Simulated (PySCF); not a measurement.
From one molecule to another.

First species: C6H2N2P2.
Cartesian coordinates in Å at the GFN2-xTB level; atoms count from 1:
```
atom  x, y, z in Å
N1    -2.990   -1.270   -0.143
C2    -1.908   -0.898   -0.100
C3    -0.550   -0.479   -0.051
C4     0.405   -1.479   -0.145
P5     2.133   -1.314   -0.121
C6     2.346    0.396    0.048
P7     1.234    1.712    0.173
C8    -0.317    0.899    0.087
C9    -1.440    1.751    0.164
N10   -2.334    2.467    0.228
H11    0.033   -2.493   -0.247
H12    3.387    0.708    0.081
```

Second species: C6H7OP.
InChI=1S/C6H7OP/c1-3-5-8-6-4-7-2/h1,4H,5H2,2H3

Levels: CAM-B3LYP/def2-SVPD for dipole moment, HOMO energy, LUMO energy, HOMO–LUMO gap, static isotropic polarisability and electronic spatial extent ⟨r²⟩ about the centre of nuclear charge; TDDFT CAM-B3LYP/def2-SVPD for lowest singlet excitation; TDA CAM-B3LYP/def2-SVPD for lowest triplet excitation (Tamm–Dancoff); GFN2-xTB for rotational constant A and rotational constant C. Geometries: GFN2-xTB. All species are isolated and taken at one optimised geometry, non-relativistic unless stated; the electronic structure was computed with PySCF and density fitting.

The conformers computed, where there is a choice (atom-mapped SMILES and torsion angles):
- `[CH:1]#[C:2][CH2:3][P:4]=[C:5]=[CH:6][O:7][CH3:8]`: C2–C3–P4–C5 89°, C5–C6–O7–C8 -174°

```json
{"property": "dipole moment", "column X": "2.36 D", "column Y": "6.54 D"}
{"property": "HOMO energy", "column X": "-7.76 eV", "column Y": "-9.37 eV"}
{"property": "LUMO energy", "column X": "-0.54 eV", "column Y": "-2.59 eV"}
{"property": "HOMO–LUMO gap", "column X": "7.22 eV", "column Y": "6.78 eV"}
{"property": "lowest singlet excitation", "column X": "3.55 eV", "column Y": "3.99 eV"}
{"property": "lowest triplet excitation (Tamm–Dancoff)", "column X": "2.89 eV", "column Y": "2.62 eV"}
{"property": "static isotropic polarisability", "column X": "110.1 au", "column Y": "127.5 au"}
{"property": "electronic spatial extent ⟨r²⟩ about the centre of nuclear charge", "column X": "1768 bohr²", "column Y": "1768 bohr²"}
{"property": "rotational constant A", "column X": "3.630 GHz", "column Y": "1.534 GHz"}
{"property": "rotational constant C", "column X": "0.631 GHz", "column Y": "0.571 GHz"}
```

(1) Which column belongs to which species?

(2) How does each property change from the first species to the second?

Answers

(1) Column X is the second species and column Y the first. The first has 12 atoms and 82 electrons, the second 15 and 66.

(2) dipole moment -4.18 D; HOMO energy +1.61 eV; LUMO energy +2.05 eV; HOMO–LUMO gap +0.44 eV; lowest singlet excitation -0.44 eV; lowest triplet excitation (Tamm–Dancoff) +0.27 eV; static isotropic polarisability -17.4 au; electronic spatial extent ⟨r²⟩ about the centre of nuclear charge 0 bohr²; rotational constant A +2.096 GHz; rotational constant C +0.060 GHz.

On the first: No computed singlet falls in the visible range (750 to 380 nm, 1.65 to 3.26 eV); S1 lies 0.73 eV above its blue end. The polarisability is 18.89 Å³ as a volume (1 au = 0.148185 Å³), or 1.55 au for each of the 82 electrons.

On the second: S1 lies 3.67 eV below the HOMO–LUMO gap; its leading configuration is HOMO→LUMO, weight 0.95. The polarisability is 16.31 Å³ as a volume (1 au = 0.148185 Å³), or 1.67 au for each of the 66 electrons.
